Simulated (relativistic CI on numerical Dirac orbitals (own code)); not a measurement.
# Sb⁺: what numerical and physical settings do to a radial Dirac CI calculation

Reference input:

```
atom Sb  Z=51  charge=1  electrons=50
nucleus A=121  rms_radius_fm=4.6802
hamiltonian dirac-coulomb  breit=on  qed=on  c_scale=1
orbitals kli  potential=per-configuration
slater_scale 1
correlation none
mixing on
grid step=0.0125 r_max=100.6
scf mixing=0.4 start=green max_iterations=150 tolerance=2e-08 node_fill=0.05
configurations
  [Kr] 4d10 5s2 5p2
  [Kr] 4d10 5s 5p3
end
```

Computed lowest total energy -6472.36747 Ha, first excitation 2790.0 cm⁻¹, 22 SCF steps. Runs with settings changed; * marks those that are bad on purpose (the QED terms keep the true α when c is scaled):

| Changed | Outcome | Lowest level | ΔE (Ha) | First excitation (cm⁻¹) | SCF steps | Message |
| --- | --- | --- | --- | --- | --- | --- |
| node fill of the KLI weights 0.2, nuclear radius 6.0843 fm | converged | 5s2 5p2 3P_0 | 0.117 | 2892.6 | 22 |  |
| iteration limit 20, grid step 0.008, node fill of the KLI weights 0.2 | converged | 5s2 5p2 3P_0 | 0.00453 | 2892.6 | 23 |  |
| QED terms off | converged | 5s2 5p2 3P_0 | -3.16 | 2783.9 | 22 |  |
| nuclear radius 6.0843 fm | converged | 5s2 5p2 3P_0 | 0.112 | 2789.9 | 22 |  |
| Slater scale 0 * | converged | 5s2 5p2 3P_0 | 0.00913 | 5496.6 | 22 |  |
| speed of light × 0.2 * | not converged |  |  |  | 1 | SCF of 1s2 2s2 2p6 3s2 3p6 3d10 4s2 4p6 4d10 5s2 5p2 stopped: an orbital could not be found |

With so few configurations and no correlation, terms lie too far apart (by 10 to 50 % near neutrality), their order can be wrong, and levels of other configurations are missing.
